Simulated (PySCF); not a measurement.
H5Mo, SMILES [MoH5+] (connectivity only; charge and spin as stated), charge +1, multiplicity 1.

Geometry: B3LYP-D3(BJ)/def2-TZVPD. A frequency run showed that this geometry is not a minimum. The spin state was assumed, not searched. The def2 effective core potentials stand for the cores of Mo; spin–orbit coupling is left out.

Two levels are set side by side: PBE/def2-TZVPD (PySCF) and ωB97X/def2-TZVPD (PySCF). Same geometry, gas phase. Differences are taken from unrounded values.

```tsv
quantity	ωB97X
orbital gap (eV)	10.18
highest occupied level (eV)	-18.75
lowest empty level (eV)	-8.57
mean polarisability (bohr³)	40.9
```

### Question
What does PBE give, and how far is it from ωB97X? (An estimate is asked for; the answer gives what the named calculation found.)

### Answer

```
quantity                        PBE  PBE minus ωB97X
---------------------------  ------  ---------------
orbital gap (eV)               2.43            -7.75
highest occupied level (eV)  -14.88             3.87
lowest empty level (eV)      -12.45            -3.88
mean polarisability (bohr³)    40.3             -0.6
```

Without exact exchange PBE keeps part of each electron's self-repulsion, which lifts occupied levels and narrows the gap. Differences between two approximate levels are no errors against the true value.

Rough cost on one machine, each run with all the roots and properties that it gave: ωB97X against PBE within a factor of 2.
